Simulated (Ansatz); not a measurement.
A structure relaxed at PBE0-D4/def2-TZVP, charge 0, multiplicity 1:

```xyz
14

C    -2.020   -0.570    0.557
O    -0.648   -0.859    0.645
Si    0.522    0.264    0.328
C     0.563    0.661   -1.489
N     2.061   -0.295    0.807
H    -2.273    0.368    1.068
H    -2.578   -1.379    1.033
H    -2.351   -0.494   -0.486
H     0.191    1.472    1.138
H    -0.420    0.983   -1.843
H     1.275    1.463   -1.697
H     0.853   -0.216   -2.074
H     2.560   -0.953    0.231
H     2.264   -0.446    1.782
```

Task: Give its formula and SMILES.

Result: C2H9NOSi, `CO[SiH](C)N`.

Task: Point group (tolerance 0.08 Å, 0.16 Å for H)?

Result: C1.

Task: Summarise the bond lengths by kind.

Result: 1 × C–O 1.404 Å; 6 × C–H 1.092 to 1.098 Å; 1 × O–Si 1.652 Å; 1 × C–Si 1.861 Å; 1 × N–Si 1.706 Å; 1 × H–Si 1.491 Å; 2 × H–N 1.007 Å.

Computed with Ansatz.
